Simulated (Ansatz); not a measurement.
Reactions of AlGeH₄NO (`[NH2][GeH]1[O][AlH]1`).

Program: Ansatz. Geometries: PBE0-D4/def2-TZVP. ΔE: electronic, gas phase. CCSD(T)/CBS adds triple-zeta CCSD(T) − MP2 to the extrapolated MP2 energy (def2 sets, frozen cores). This one scheme is used for every species, atoms too. DFT in def2-TZVPP. Open shells (•) are unrestricted, without spin–orbit coupling. Spin–orbit coupling would lower the free atoms: a little for Al, O; clearly for Ge. Bonds to Ge are less sure, by a few kJ/mol each and by 10 to 20 or more in all where they break to atoms, as the def2 sets lack core-valence functions. Scalar relativity is left out up to krypton. One conformer a species, not always the lowest.

```
                                                  reaction  CCSD/CBS(def2) (kcal/mol)  ωB97X-V (kcal/mol)  revPBE-D4 (kcal/mol)
           `[NH2][GeH]1[O][AlH]1` → `[OH][GeH]1[NH][AlH]1`                        6.8                 7.4                   6.6
 `[NH2][GeH]1[O][AlH]1` + H–F → `[F][GeH]1[O][AlH]1` + NH₃                      -12.6               -14.6                 -13.6
`[NH2][GeH]1[O][AlH]1` + H₂O → `[OH][GeH]1[O][AlH]1` + NH₃                       -4.8                -5.9                  -6.0
       `[NH2][GeH]1[O][AlH]1` → Al• + Ge• + 4 H• + N• + O•                      581.8               595.2                 582.0
```

(1) Give the CCSD(T)/CBS values in the same order. (Estimate.)

Largest T1 diagnostic: 0.018, for Al•.

Answers

(1) The calculation gave: 6.8, -12.1, -4.8, 594.8 kcal/mol.
